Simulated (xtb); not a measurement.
CH3Si, SMILES C[Si] (connectivity only; charge and spin as stated), charge +1, multiplicity 1. All values are semi-empirical tight-binding results from xtb (GFN2-xTB unless named), good for trends rather than for accurate numbers. Coordinates come from a GFN2-xTB optimisation. The multiplicity is an assumed one; other spin states were not compared. The isomer is the one that the SMILES or the coordinates give; other isomers of the formula were not compared.

Computed properties:
```
Quantity                                           Result
-----------------------------------------  --------------
point group as xtb finds it                           C3v
orbital gap                                       2.83 eV
zero-point energy                           21.4 kcal/mol
G − E(el) at 298.15 K (modified RRHO)        7.3 kcal/mol
static polarisability (D4 model)               43.7 bohr³
solvation energy, GFN2-xTB/ALPB(water)     -54.4 kcal/mol
solvation energy, GFN2-xTB/ALPB(methanol)  -51.8 kcal/mol
```
